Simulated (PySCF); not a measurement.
Input of a run (PBE0-D3(BJ)/def2-TZVP geometry optimisation, gas phase (PySCF 2.14.0)), started from GFN2-xTB:
```
{"job": {"xc": "PBE0", "basis": "def2-TZVP", "d3": "d3bj", "grid": 2, "shake": 0.01, "kind": "geom"}, "charge": 0, "multiplicity": 1}
O      4.336530     0.178620     0.043000
C      3.180020    -0.040770    -0.011820
N      2.064520    -0.484430    -0.113790
C      0.770920    -0.223950    -0.053160
C     -0.142410    -1.282930    -0.318280
C     -1.507540    -1.059030    -0.265280
C     -1.964060     0.199540     0.041810
F     -3.288780     0.417770     0.082840
C     -1.119510     1.263130     0.321470
C      0.243160     1.040000     0.265870
H      0.247570    -2.254040    -0.534040
H     -2.195130    -1.861180    -0.454330
H     -1.550530     2.239780     0.526630
H      0.918090     1.852400     0.461330
```

Output (energies in Eh, forces in Eh/bohr):
```
step   0  E = -498.61943427  max force = 0.071327
step   1  E = -498.62498340  max force = 0.009239
step   2  E = -498.62495798  max force = 0.005633
step   3  E = -498.62530199  max force = 0.002590
step   4  E = -498.62530370  max force = 0.001673
step   5  E = -498.62531242  max force = 0.001002
step   6  E = -498.62531753  max force = 0.000585
step   7  E = -498.62531910  max force = 0.000353
optimisation converged
```

Question: Summarise the run.

Answer: The energy falls by 3.7 kcal/mol over 8 energy and gradient evaluations, the largest force component goes from 0.0713 to 3.5e-04 Eh/bohr, and the atoms move by 0.085 Å rms after alignment. The bond that changes most is N3–C4 (isocyanate nitrogen to aromatic carbon bearing nitrogen), which lengthens by 0.067 Å. Bonds longer at the end by more than 0.005 Å: 5 of 14; shorter: 5. Among the angles that change most is C2–N3–C4, from 146.1° to 140.1°. The energy rose by more than 1e-6 Eh at step 2. The first step brought 94 % of the lowering.

Question: What are the final bond lengths?

Answer: O1=C2 1.165 Å, C2=N3 1.199 Å, N3–C4 1.388 Å, C4–C5 1.390 Å, C5–C6 1.384 Å, C6–C7 1.381 Å, C7–F8 1.338 Å, C7–C9 1.382 Å, C9–C10 1.384 Å, C4–C10 1.393 Å, C5–H11 1.083 Å, C6–H12 1.083 Å, C9–H13 1.083 Å, C10–H14 1.084 Å. Numbering counts from 1 in the input's order; the species is `O=C=Nc1ccc(F)cc1`.

The run used 334 basis functions and 61 SCF cycles in all.

Whether it is a minimum is left open (no frequencies). The numbers are those of one conformer.

The values belong to the conformer `[O:1]=[C:2]=[N:3][c:4]1[cH:5][cH:6][c:7]([F:8])[cH:9][cH:10]1`: C2–N3–C4–C5 179°.
